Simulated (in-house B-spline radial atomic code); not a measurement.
Response of K7+ as one setting changes: the share of exact exchange in a PBE hybrid. A dash marks a strongly mixed or unbound state. Computed with a B-spline radial code for spherical atoms: linear response of the closed shell [Ne] 3s2 with the functional's adiabatic kernel; scalar-relativistic (spin-free one-electron X2C), finite nucleus, no spin-orbit coupling, no double excitations, S, P, D and F terms only.

```
share of exact exchange in a PBE hybrid  lowest 1P (eV)  lowest 3P, Tamm-Dancoff (eV)  minus highest occupied level (eV)  α (bohr³)
                                      0  3s → 3p 23.927                3s → 3p 15.783                             145.80      1.479
                                    0.1               ?                             ?                                  ?          ?
                                    0.2               ?                             ?                                  ?          ?
                                    0.3  3s → 3p 23.745                3s → 3p 15.521                             148.27      1.514
                                    0.4  3s → 3p 23.683                3s → 3p 15.434                             149.09      1.526
                                    0.5  3s → 3p 23.621                3s → 3p 15.348                             149.91      1.538
                                    0.6  3s → 3p 23.558                3s → 3p 15.262                             150.73       1.55
                                    0.7  3s → 3p 23.494                3s → 3p 15.176                             151.54      1.562
                                    0.8  3s → 3p 23.430                3s → 3p 15.090                             152.36      1.575
                                    0.9  3s → 3p 23.365                3s → 3p 15.004                             153.17      1.588
                                      1  3s → 3p 23.299                3s → 3p 14.919                             153.98      1.601
```

(1) What belongs in the row for 0.2?

(2) What belongs in the row for 0.1?

Answers

(1) lowest 1P (eV): 3s → 3p 23.806; lowest 3P, Tamm-Dancoff (eV): 3s → 3p 15.608; minus highest occupied level (eV): 147.45; α (bohr³): 1.502.

(2) lowest 1P (eV): 3s → 3p 23.867; lowest 3P, Tamm-Dancoff (eV): 3s → 3p 15.695; minus highest occupied level (eV): 146.63; α (bohr³): 1.491.
